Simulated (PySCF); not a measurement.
## Two-photon absorption: SMILES C[C@H]1CCOCO1, C5H10O2

Geometry:
```csv
atom,x (Å),y (Å),z (Å)
C1,1.708,1.246,-0.190
C2,0.566,0.410,0.336
C3,-0.724,0.548,-0.467
C4,-1.735,-0.473,0.031
O5,-1.171,-1.762,0.033
C6,-0.009,-1.800,0.795
O7,0.979,-0.945,0.323
H8,1.938,0.963,-1.228
H9,2.610,1.085,0.417
H10,1.452,2.315,-0.165
H11,0.352,0.701,1.389
H12,-0.501,0.352,-1.528
H13,-1.127,1.570,-0.384
H14,-2.068,-0.205,1.057
H15,-2.629,-0.511,-0.609
H16,-0.249,-1.545,1.855
H17,0.388,-2.823,0.740
```

The calculation used PySCF 2.14.0, TDDFT CAM-B3LYP/aug-cc-pVDZ excited states, vertical, gas phase. Geometry: PBE0-D3(BJ)/def2-SVP.

(1) Give the one- and two-photon strengths of the lowest singlets.

Answers

(1) δ for parallel linear polarisation; σ at the peak of a Lorentzian of half width 0.1 eV, single beam; Ω is circular over linear.
| state | E (eV) | f | photon λ (nm) | δ (au) | σ (GM) | Ω | main |
| --- | --- | --- | --- | --- | --- | --- | --- |
| S1 | 7.03 | 0.001 | 353 | 15 | 0.27 | 1.37 | HOMO→LUMO 0.76 |
| S2 | 7.17 | 0.045 | 346 | 316 | 5.95 | 0.30 | HOMO−1→LUMO 0.56, HOMO−1→LUMO+1 0.14 |
| S3 | 7.42 | 0.001 | 334 | 14.7 | 0.30 | 0.83 | HOMO→LUMO+1 0.44, HOMO→LUMO+2 0.25 |
| S4 | 7.56 | 0.025 | 328 | 37 | 0.78 | 0.59 | HOMO→LUMO+3 0.40, HOMO→LUMO+1 0.17 |
| S5 | 7.59 | 0.069 | 326 | 17.2 | 0.36 | 0.55 | HOMO−1→LUMO+1 0.31, HOMO→LUMO+3 0.28 |
| S6 | 7.65 | 0.011 | 324 | 31.8 | 0.68 | 0.53 | HOMO→LUMO+2 0.29, HOMO−1→LUMO+2 0.21 |

Among these, the strongest one-photon state is S5, the strongest two-photon state S2, with a dipole change of 5.5 D (relaxed, norm of the difference vector).
